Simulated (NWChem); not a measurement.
System: Mg

Here is an NWChem input.

```
start job
memory heap 200 mb stack 900 mb global 1100 mb
geometry units angstroms noautosym nocenter noautoz
  Mg     0.000000     0.000000     0.000000
end
basis spherical
  * library def2-svpd
end
dft
  xc b3lyp
  iterations 150
end
property
  response 1 0.0
end
task dft property
```

Parts of the log:

```
             Northwest Computational Chemistry Package (NWChem) 7.3.0
             --------------------------------------------------------

                             Geometry "geometry" -> ""
                             -------------------------

 Output coordinates in angstroms (scale by  1.889725989 to convert to a.u.)

  No.       Tag          Charge          X              Y              Z
 ---- ---------------- ---------- -------------- -------------- --------------
    1 Mg                  12.0000     0.00000000     0.00000000     0.00000000

 Effective nuclear repulsion energy (a.u.)       0.0000000000

                              NWChem Property Module
                              ----------------------

                                 NWChem DFT Module
                                 -----------------

 Summary of "ao basis" -> "ao basis" (spherical)
 ------------------------------------------------------------------------------
       Tag                 Description            Shells   Functions and Types
 ---------------- ------------------------------  ------  ---------------------
 Mg                        def2-svpd                 9       21   4s4p1d

            General Information
            -------------------
          SCF calculation type: DFT
          Wavefunction type:  closed shell.
          No. of atoms     :     1
          No. of electrons :    12
           Alpha electrons :     6
            Beta electrons :     6
          Charge           :     0
          Spin multiplicity:     1
          Use of symmetry is: off; symmetry adaption is: off
          Maximum number of iterations: 150
          AO basis - number of functions:    21
                     number of shells:     9
          Convergence on energy requested:  1.00D-06
          Convergence on density requested:  1.00D-05
          Convergence on gradient requested:  5.00D-04

              XC Information
              --------------
                         B3LYP Method XC Potential
                     Hartree-Fock (Exact) Exchange  0.200
                        Slater Exchange Functional  0.800 local
                    Becke 1988 Exchange Functional  0.720 non-local
              Lee-Yang-Parr Correlation Functional  0.810
                  VWN I RPA Correlation Functional  0.190 local

             Grid Information
             ----------------
          Grid used for XC integration:  medium
          Radial quadrature: Mura-Knowles
          Angular quadrature: Lebedev.
          Tag              B.-S. Rad. Rad. Pts. Rad. Cut. Ang. Pts.
          ---              ---------- --------- --------- ---------
          Mg                  1.50       88          11.0       590
          Grid pruning is: on
          Number of quadrature shells:    88
          Spatial weights used:  Erf1

      Superposition of Atomic Density Guess
      -------------------------------------

 Sum of atomic energies:        -199.53484954

      Non-variational initial energy
      ------------------------------

 Total energy =    -199.534849
 1-e energy   =    -279.203740
 2-e energy   =      79.668891
 HOMO         =      -0.251588
 LUMO         =       0.029653

   convergence    iter        energy       DeltaE   RMS-Dens  Diis-err
 ---------------- ----- ----------------- --------- --------- ---------
 d= 0,ls=0.0,diis     1   -200.0180158138 -2.00D+02  1.54D-02  1.51D-02
 d= 0,ls=0.0,diis     2   -200.0202305701 -2.21D-03  5.71D-04  1.79D-04
 d= 0,ls=0.0,diis     3   -200.0202495165 -1.89D-05  1.80D-04  1.99D-06
 d= 0,ls=0.0,diis     4   -200.0202498044 -2.88D-07  6.25D-06  3.12D-09

         Total DFT energy =     -200.020249804409
      One electron energy =     -279.207938004116
           Coulomb energy =       95.627092899076
    Exchange-Corr. energy =      -16.439404699369
 Nuclear repulsion energy =        0.000000000000

 Numeric. integr. density =       12.000000000095

                       DFT Final Molecular Orbital Analysis
                       ------------------------------------

 Vector    4  Occ=2.000000D+00  E=-1.852661D+00
              MO Center= -1.3D-21, -2.2D-17, -6.4D-17, r^2= 1.7D-01
   Bfn.  Coefficient  Atom+Function         Bfn.  Coefficient  Atom+Function
  ----- ------------  ---------------      ----- ------------  ---------------
     7      0.931369  1 Mg pz                 6      0.340378  1 Mg py
     5     -0.072168  1 Mg px

 Vector    5  Occ=2.000000D+00  E=-1.852661D+00
              MO Center= -4.5D-18,  5.3D-17, -2.7D-17, r^2= 1.7D-01
   Bfn.  Coefficient  Atom+Function         Bfn.  Coefficient  Atom+Function
  ----- ------------  ---------------      ----- ------------  ---------------
     6      0.923410  1 Mg py                 7     -0.347074  1 Mg pz
     5     -0.123962  1 Mg px

 Vector    6  Occ=2.000000D+00  E=-1.942414D-01
              MO Center=  5.6D-16,  8.8D-16,  1.2D-15, r^2= 3.3D+00
   Bfn.  Coefficient  Atom+Function         Bfn.  Coefficient  Atom+Function
  ----- ------------  ---------------      ----- ------------  ---------------
     3      0.824771  1 Mg s                  2      0.363421  1 Mg s
     4      0.260092  1 Mg s                  1     -0.057494  1 Mg s

 Vector    7  Occ=0.000000D+00  E=-3.410045D-02
              MO Center=  1.6D-16,  3.2D-16,  7.6D-16, r^2= 7.7D+00
   Bfn.  Coefficient  Atom+Function         Bfn.  Coefficient  Atom+Function
  ----- ------------  ---------------      ----- ------------  ---------------
    13      0.367879  1 Mg pz                12      0.305945  1 Mg py
    16      0.297180  1 Mg pz                15      0.247148  1 Mg py
    10      0.185935  1 Mg pz                 9      0.154632  1 Mg py
    11      0.133611  1 Mg px                 7      0.109736  1 Mg pz
    14      0.107934  1 Mg px                 6      0.091262  1 Mg py

 Vector    8  Occ=0.000000D+00  E=-3.410045D-02
              MO Center=  2.6D-16,  1.4D-15, -1.0D-15, r^2= 7.7D+00
   Bfn.  Coefficient  Atom+Function         Bfn.  Coefficient  Atom+Function
  ----- ------------  ---------------      ----- ------------  ---------------
    12      0.383927  1 Mg py                13     -0.315043  1 Mg pz
    15      0.310144  1 Mg py                16     -0.254498  1 Mg pz
     9      0.194047  1 Mg py                10     -0.159231  1 Mg pz
     6      0.114524  1 Mg py                 7     -0.093976  1 Mg pz

 Vector    9  Occ=0.000000D+00  E=-3.410045D-02
              MO Center=  5.5D-16,  1.9D-16,  4.5D-16, r^2= 7.7D+00
   Bfn.  Coefficient  Atom+Function         Bfn.  Coefficient  Atom+Function
  ----- ------------  ---------------      ----- ------------  ---------------
    11      0.478331  1 Mg px                14      0.386405  1 Mg px
     8      0.241761  1 Mg px                 5      0.142684  1 Mg px
    13     -0.110462  1 Mg pz                16     -0.089234  1 Mg pz
    12     -0.076071  1 Mg py                15     -0.061452  1 Mg py
    10     -0.055830  1 Mg pz                 9     -0.038448  1 Mg py

 *** CALLING NEW AORESP DRIVER FOR CLOSED AND OPEN SHELLS ***
 Entering AOResponse driver routine

--------------------------------------------------------------------------------

          -----------------------------------------------
          Solving response equations for perturbing field
          -----------------------------------------------

 number of frequencies:     1
 frequency in a.u.:  0.0000000E+00
 Perturbing field: electric
 Using El. Dipole Length Gauge

 Setting up CPKS with frequency omega =      0.00000000 a.u.

 STATIC response

                                NWChem CPHF Module
                                ------------------

  scftype          =     RHF
  nclosed          =        6
  nopen            =        0
  variables        =       90
  # of vectors     =        3
  tolerance        = 0.10D-03
  level shift      = 0.00D+00
  max iterations   =       50
  max subspace     =       30

 SCF residual:    1.1182842394728385E-007

Iterative solution of linear equations
  No. of variables       90
  No. of equations        3
  Maximum subspace       30
        Iterations       50
       Convergence  1.0D-04

   iter   nsub   residual    time
   ----  ------  --------  ---------
     1      3    2.71D+00       0.2
     2      6    3.65D-01       0.2
     3      9    3.69D-03       0.3
     4     12    5.85D-05       0.3

 Electric Dipole Response Matrix (nonzero elements):

              1        2        3
    1   71.2117  -0.0000   0.0000
    2   -0.0000  71.2117  -0.0000
    3    0.0000  -0.0000  71.2117

 ------------------------------------------
 average:        71.21169 + I       0.00000

 DFT Linear Response polarizability / au
 Frequency  =       0.0000000 / au
              X              Y              Z
 -----------------------------------------------
 X      71.2116948     -0.0000000      0.0000000
 Y      -0.0000000     71.2116948     -0.0000000
 Z       0.0000000     -0.0000000     71.2116948
 -----------------------------------------------
 Eigenvalues =      71.2116948     71.2116948     71.2116948
 Isotropic   =      71.2116948
 Anisotropic =       0.0000000
 -----------------------------------------------

 Magnetic Dipole Response Matrix (nonzero elements):

 Exiting AOResponse driver routine
```

Level: B3LYP/def2-SVPD.
